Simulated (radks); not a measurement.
Effect of the nuclear size on neutral selenium, [Ar] 3d10 4s2 4p4. Calculated with a radial shooting solver on a logarithmic mesh with Libxc functionals: Dirac Kohn-Sham, relativistic LDA (MacDonald-Vosko exchange, VWN5 correlation), spin-unpolarised, spherical densities, finite nucleus; open shells fill j = l - 1/2 first; Fermi nuclear charge, rms radius 4.14 fm. The rms radius is varied about that value; shifts are against it.

rms radius (fm)  total energy shift (eV)  density at nucleus (e/bohr^3)  1s1/2 shift (meV)  2s1/2 shift (meV)  3p1/2 shift (meV)  4s1/2 shift (meV)
3.7136                           -0.0902                      3.967e+04              -38.1              -3.80              0.056             -0.056
3.9371                           -0.0441                       3.95e+04              -18.6              -1.85              0.028             -0.027
4.14                                   0                      3.936e+04              0.000              0.000              0.000              0.000
4.3553                            0.0490                      3.922e+04               20.7               2.06             -0.031              0.030
5.0674                             0.227                       3.88e+04               96.2               9.57             -0.142              0.141

Slopes of the eigenvalues against <r^2> in GHz/fm^2, as finite differences over the two radii next to the reference (eigenvalue slopes, not the field-shift constants of lines): 1s1/2 2740, 2s1/2 273, 3p1/2 -4.06, 4s1/2 4.01.
